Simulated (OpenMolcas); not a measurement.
Ir6+ in a point-charge field

Ir6+ among 8 point charges of -0.96 e arranged as a cube (Oh), 2.02 Å from the ion.

* Program: OpenMolcas
* Method: CASSCF
* Basis: ANO-RCC-VDZP [7s6p4d2f]
* Scalar Hamiltonian: DKH2, point nucleus
* Active space: 3 electrons in 5 orbitals (5d)
* State averaging: 2S+1 = 4 even, 10 roots; 2S+1 = 2 even, 40 roots
* Spin-orbit coupling: RASSI with atomic mean-field integrals over the reference wave functions

The lowest spin-free states (labels of O, the rotations of Oh), above the lowest:

```
State  Degeneracy  E (cm-1)  Free-ion L (%)
  4T1           3       0.0          F (99)
  4T2           3      2431         F (100)
  4A2           1      5370         F (100)
   2E           2     15441          G (72)
  4T1           3     16464          P (99)
  2T2           3     16913          G (95)
  2T1           3     17158          G (84)
  2A1           1     18504         G (100)
  2T1           3     21381          P (66)
  2T2           3     22485          H (80)
  2T1           3     22500          H (89)
   2E           2     23517          H (82)
  2T1           3     24988          H (63)
   2E           2     25510          D (88)
  2T2           3     25785          D (81)
  2T1           3     37128          F (98)
  2T2           3     37129          F (99)
  2A2           1     37794         F (100)
  2T2           3     58102          D (99)
   2E           2     58387         D (100)
```

The lowest levels with spin-orbit coupling:

| E (cm-1) | Degeneracy | Label | 2S+1 | g |
| --- | --- | --- | --- | --- |
| 0.0 | 4 | Γ8 | 4 (84 %) |  |
| 7223 | 2 | Γ7 | 4 | 1.96 1.96 1.96 |
| 8480 | 4 | Γ8 | 4 |  |
| 14287 | 2 | Γ7 | 4 (84 %) | 3.74 3.74 3.74 |
| 14312 | 4 | Γ8 | 4 (85 %) |  |
| 14674 | 2 | Γ6 | 4 (86 %) | 2.22 2.22 2.22 |
| 17674 | 2 | Γ6 | 4 (60 %) | 3.91 3.91 3.91 |
| 17694 | 4 | Γ8 | 4 (54 %) |  |
| 19468 | 4 | Γ8 | 4 (53 %) |  |
| 19961 | 4 | Γ8 | 4 (57 %) |  |
| 22152 | 2 | Γ6 | 4 (69 %) | 2.14 2.14 2.14 |
| 28468 | 4 | Γ8 | 2 (70 %) |  |
| 28598 | 2 | Γ7 | 2 (84 %) | 2.84 2.84 2.84 |
| 29189 | 2 | Γ6 | 2 (75 %) | 0.07 0.07 0.07 |
| 30001 | 4 | Γ8 | 2 (67 %) |  |
| 30584 | 2 | Γ6 | 2 (76 %) | 1.78 1.78 1.78 |
| 31473 | 4 | Γ8 | 2 (74 %) |  |
| 31750 | 2 | Γ7 | 4 (90 %) | 2.58 2.58 2.58 |
| 31826 | 4 | Γ8 | 4 (87 %) |  |
| 36448 | 4 | Γ8 | 2 (56 %) |  |

Powder χT (cm3 K/mol): 0.104 at 2 K, 0.104 at 10 K, 0.107 at 50 K, 0.109 at 100 K, 0.115 at 200 K, 0.12 at 300 K. The effective moment at 300 K is 2.828 √(χT) = 0.98 μB.

A least-squares ligand-field fit to the states below 45000 cm-1, each weighted by its degeneracy and with a free common offset, gives 10Dq = -2983 cm-1 (negative for this site), B = 966 cm-1 and C = 4048 cm-1 (C/B = 4.19), with an rms deviation of 23 cm-1.

Spin-orbit coupling mixes the spin-free states strongly: the lowest level takes only 47 % from its leading state, 4T1. Without dynamic correlation the repulsion within the d shell is too large (B by tens of per cent), so at a given field states of lower spin stand too high. Point charges give a weaker field than real ligands, and real ions of this kind are as a rule low spin; the high spin found here belongs to the model. This is an electrostatic model: the charges have no orbitals. No measured value stands beside these numbers.

The RASSCF and RASSI steps took 6.8 s on 1 thread of Intel(R) Xeon(R) 6975P-C (Granite Rapids), with other jobs on the host; the integral step is not counted.
